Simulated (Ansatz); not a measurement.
`O[SiH2][SiH3]` + `BNC` → `BN(C)[SiH2][SiH3]` + H₂O at 500 K and 1 bar (ligand exchange at the Si–O bond).

Program: Ansatz. Geometries: PBE0-D4/def2-TZVP. ΔE: electronic, gas phase. CCSD(T)/CBS is the MP2 limit (def2-TZVPP, def2-QZVPP) plus CCSD(T) − MP2 in def2-TZVPP, frozen cores. This one scheme is used for every species. Each species was taken in one conformer, which may not be the lowest.

```tsv
species	CCSD(T)/CBS energy (Eh)	H − E (kJ/mol)	S (J/(mol·K))
`O[SiH2][SiH3]`	-656.96789	187.7	379.8
`BNC`	-121.18426	231.8	309.7
`BN(C)[SiH2][SiH3]`	-701.75815	345.1	462.9
H₂O	-76.37941	73.2	206.3
```

H − E and S are ideal-gas, rigid-rotor, harmonic terms from PBE0-D4/def2-TZVP, for one conformer and one mirror image of each species. 1 Eh = 2625.50 kJ/mol, R = 8.31446 J/(mol·K).

Problem. By hand: ΔE, ΔH, ΔS and ΔG.

Solution. ΔE = (-701.75815) + (-76.37941) − (-656.96789) − (-121.18426) = 0.01459 Eh = 38.3 kJ/mol. Δ(H − E) = 345.1 + 73.2 − 187.7 − 231.8 = -1.2, so ΔH = 37.1 kJ/mol. ΔS = 462.9 + 206.3 − 379.8 − 309.7 = -20.3 J/(mol·K). ΔG = 37.1 − 500 × (-20.3)/1000 = 47.2 kJ/mol.

Problem. By hand: the equilibrium constant, and the temperature at which ΔG would vanish if ΔH and ΔS stayed fixed.

Solution. log₁₀ K = −ΔG/(RT ln 10) = -4.9. ΔH and −TΔS have one sign here, so there is no such temperature.

ΔH outweighs TΔS. A doubt of 5 kJ/mol in ΔE shifts log₁₀ K by 0.5 here. Other conformers and mirror images would add mixing entropy, several J/(mol·K) or more a flexible species. Modes under 60 cm⁻¹, often nearly free rotors, make the harmonic entropy too high. These are equilibria of isolated gas molecules and say nothing of rates. Largest T1 diagnostic: 0.013 (customary marks: 0.02 for closed shells, 0.045 for open ones).
